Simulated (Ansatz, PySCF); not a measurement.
Stretching the H–H spacing in H4 rectangle (multiplicity 1 held). Energies count from the point at 4.000 Å.
Geometry at that point (charge 0, multiplicity 1):
```xyz
4

H      0.0000     0.0000     0.0000
H      0.0000     0.0000     1.0000
H      4.0000     0.0000     0.0000
H      4.0000     0.0000     1.0000
```

Restricted levels (R-, RO-) in cc, def2 and unpolarised 6-31G sets keep to the state of the molecule at rest. U- levels take the lowest unrestricted solution at each point, which mixes spins at long bonds. Active spaces are followed from rest. Full CI gives the lowest state of the spin. Levels need not reach the same state.

Rows in 6-31G*, STO-3G carry no dispersion term and start afresh at each structure (6-31G* with six Cartesian d functions).

The values were computed with Ansatz (Gaussian basis) for Hartree–Fock, density functionals and correlated methods; PySCF for 6-31G* rows, STO-3G rows. Each number belongs to the level named beside it.

Energies in eV.

| R (Å) | R-HF/STO-3G | R-HF/cc-pVTZ | U-HF/cc-pVTZ | R-BP86/6-31G* | SC-NEVPT2 on CASSCF(4,4)/cc-pVTZ | FCI/cc-pVTZ |
|---|---|---|---|---|---|---|
| 1.050 | ___ | 6.20 | 4.62 | 5.96 | 5.34 | 5.31 |
| 1.100 | ___ | 5.47 | 4.37 | 5.24 | 4.81 | 4.77 |
| 1.200 | 5.69 | 4.25 | 3.78 | 4.03 | 3.75 | 3.72 |
| 1.300 | 4.26 | 3.29 | 3.15 | 3.09 | 2.89 | 2.85 |
| 1.500 | 2.36 | 1.95 | 1.95 | 1.78 | 1.67 | 1.65 |
| 1.800 | 0.94 | 0.87 | 0.87 | 0.75 | 0.71 | 0.69 |
| 2.200 | 0.26 | 0.29 | 0.29 | 0.23 | 0.21 | 0.20 |
| 2.600 | 0.07 | 0.09 | 0.09 | 0.07 | 0.06 | 0.06 |
| 3.000 | ___ | 0.03 | 0.03 | 0.03 | 0.02 | 0.01 |
| 4.000 | 0.00 | 0.00 | 0.00 | 0.00 | 0.00 | 0.00 |

Task: Some entries are withheld; supply them.

Result: 
- 3.000, R-HF/STO-3G: 0.02
- 1.100, R-HF/STO-3G: 7.59
- 1.050, R-HF/STO-3G: 8.75

Doubts at one or more of the structures used: a restricted determinant that unrestricted orbitals would lower (R-HF/STO-3G, R-HF/cc-pVTZ, R-BP86/6-31G*); a spin-contaminated determinant (U-HF/cc-pVTZ).

Ansatz is an electronic-structure program.
